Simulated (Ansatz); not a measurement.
Consider the formal exchange of groups at a Ge–Ge bond: `[Cl][GeH2][GeH2][Cl]` + `CF` → `[CH3][GeH2][Cl]` + `[F][GeH2][Cl]`.

Gas-phase electronic energies from Ansatz, PBE0-D4/def2-TZVP geometries. CCSD(T)/CBS is the MP2 limit (def2-TZVPP, def2-QZVPP) plus CCSD(T) − MP2 in def2-TZVPP, frozen cores. This one scheme is used for every species. DFT in def2-TZVPP. For Ge outer-core shells are correlated without core-valence functions, which leaves a few kJ/mol of doubt a bond. Scalar relativity is left out up to krypton. Each species was taken in one conformer, which may not be the lowest.

CCSD(T)/CBS gives -30.3 kcal/mol.

Task: Another level gave -29.0 kcal/mol. Which?
A. PBE0/def2-TZVPP
B. RPA@PBE/def2-TZVPP
C. BLYP-D4/def2-TZVPP
D. PBE-QIDH/def2-TZVPP

Result: B. RPA@PBE/def2-TZVPP -29.0, BLYP-D4 -26.7, PBE-QIDH -30.6, PBE0 -27.9 kcal/mol.

Largest T1 diagnostic among the species: 0.011.

The D4 term adds +1.0 kcal/mol with B3LYP and +0.6 kcal/mol with PBE0; it sums over pairs of atoms, weighted by their polarisabilities, and B3LYP, whose exchange is more repulsive, gets the larger term. From PBE to PBE0 (25 % exact exchange), in def2-TZVPP and without D4, ΔE moves by −0.9 kcal/mol.

B3LYP here is the variant with VWN-RPA as its local correlation; programs differ in this.
